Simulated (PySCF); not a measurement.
CH6Sn, SMILES [CH3][SnH3]. Atoms are numbered in the order given.

```xyz
8

Sn     0.0000     0.0000    -0.3001
C      0.0000     0.0000     1.8393
H     -1.3902    -0.8026    -0.8874
H      1.3902    -0.8026    -0.8874
H      0.0000     1.6052    -0.8874
H     -0.8872     0.5122     2.2113
H      0.8872     0.5122     2.2113
H      0.0000    -1.0245     2.2113
```

Geometry: PBE0-D3(BJ)/def2-TZVP. The def2 effective core potentials stand for the cores of Sn; spin–orbit coupling is left out.

Calculation: IEF-PCM-M06-2X/def2-SVP run with PySCF.

The values are the electrostatic part of the solvation free energy, E(continuum) − E(gas) at the gas-phase geometry, in a cavity of scaled van der Waals radii (PySCF's table); cavitation and dispersion terms are not included. A continuum can't describe solvent molecules that bind to the metal. In vacuum the orbital gap is 10.91 eV. The dipole moment in vacuum is 0.73 D.

| solvent | ε | ΔG(elec) (kcal/mol) | dipole (D) | gap (eV) |
|---|---|---|---|---|
| water | 78.36 | -0.9 | 0.95 | 10.92 |
| benzene | 2.27 | -0.4 | 0.83 | 10.91 |
| diethylether | 4.24 | -0.6 | 0.88 | 10.92 |
